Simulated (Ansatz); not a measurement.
`CO[SiH](F)O[SiH2]F` + `CN([SiH3])[SiH](O)O` → `CN([SiH2]F)[SiH](O)O` + `CO[SiH](F)O[SiH3]`  (redistribution)

Calculated with Ansatz (gas phase, PBE0-D4/def2-TZVP geometries, no zero-point term in ΔE). CBS: MP2 limit from def2 TZ/QZ plus the TZ coupled-cluster correction, frozen cores. Functionals use def2-TZVPP. B3LYP here is the variant with VWN-RPA as its local correlation; programs differ in this. One conformer a species, not always the lowest.

(1) Is it downhill or uphill in electronic energy at CCSD(T)/CBS, and by how much? (An estimate is asked.)

(2) What do these levels give: PBE-D4, B3LYP-D4, ωB97X-V, PBE0, CCSD(T)/def2-TZVPP, HF/CBS(def2)? (Best estimate.)

Largest T1 diagnostic among the species: 0.012.

Results:

(1) Computed: Nearly level: ΔE = -0.2 kcal/mol.

(2) The calculation gave: PBE-D4 -0.3, B3LYP-D4 -0.3, ωB97X-V -0.7, PBE0 -0.5, CCSD(T)/def2-TZVPP -0.3, HF/CBS(def2) -0.4 kcal/mol.
